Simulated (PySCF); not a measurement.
ClH2SbTe2, SMILES [Sb]([TeH])([Cl])[TeH].

Geometry optimised at B3LYP-D3(BJ)/def2-SVP. The geometry has at least one imaginary mode, so it is a saddle point at that level. The def2 effective core potentials stand for the cores of Sb, Te; spin–orbit coupling is left out.

All values below come from HF/def2-TZVP run with PySCF.

Isolated molecule, no solvent.

total energy: -1234.02873 hartree
point group: Cs
highest occupied level: -8.93 eV
lowest empty level: 0.60 eV
orbital gap: 9.53 eV
dipole moment: 2.50 D
quadrupole, principal values (traceless, Buckingham form, about the centre of nuclear charge): -15.00, 5.08, 9.92 D·Å
mean static polarisability: 136.8 bohr³ (20.27 Å³)
polarisability, principal values: 97.8, 139.7, 173.0 bohr³
